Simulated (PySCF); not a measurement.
Ranking problems on computed properties.

Each SMILES stands for a single optimised conformer of the isolated species, non-relativistic unless stated; the electronic structure was computed with PySCF and density fitting.

The conformers computed, where there is a choice (atom-mapped SMILES and torsion angles):
- `[CH2:1]=[CH:2][S:3][CH2:4][F:5]`: C1–C2–S3–C4 10°, C2–S3–C4–F5 -74°
- `[CH2:1]=[C:2]([F:3])[S:4][CH3:5]`: C1–C2–S4–C5 180°
- `[CH3:1][Si@@H:2]([C:3]#[N:4])[NH:5][SiH3:6]`: C1–Si2–N5–Si6 -172°
- `[CH:1]#[C:2][CH2:3][P:4]([CH3:5])[CH:6]1[CH2:7][CH2:8]1`: C2–C3–P4–C5 -70°, C3–P4–C6–C7 -94°

Problem. Rank by lowest singlet excitation, lowest first (TDDFT PBE0/def2-SVPD at GFN2-xTB geometries).
A. `C(=C)SCF`
B. `C#CCP(C)C1CC1`
C. `N([Si@H](C#N)C)[SiH3]`
D. `C=C(F)SC`

Solution. D (5.05 eV), A (5.66 eV), C (5.89 eV), B (6.30 eV).

Problem. Rank by dipole moment, highest first (PBE0/def2-SVPD at GFN2-xTB geometries).
A. `C=CSCF`
B. `C[Si@@H](C#N)N[SiH3]`
C. `C=C(F)SC`
D. `C#CCP(C)C1CC1`

Solution. B (4.44 D), D (1.67 D), A (1.42 D), C (0.89 D).

Problem. Give the two extremes of that set in atomic units.

Solution. `C=C(F)SC`: 0.35 au; `C[Si@@H](C#N)N[SiH3]`: 1.75 au.

Problem. Rank by smallest rotational constant, highest first (GFN2-xTB).
A. `C[Si@@H](C#N)N[SiH3]`
B. `N[NH3+]`
C. `C#CCP(C)C1CC1`
D. `FCSC=C`

Solution. B (21.892 GHz), D (2.273 GHz), A (1.075 GHz), C (0.822 GHz).

Problem. Give the two extremes of that set in cm⁻¹.

Solution. `C#CCP(C)C1CC1`: 0.0274 cm⁻¹; `N[NH3+]`: 0.7302 cm⁻¹.
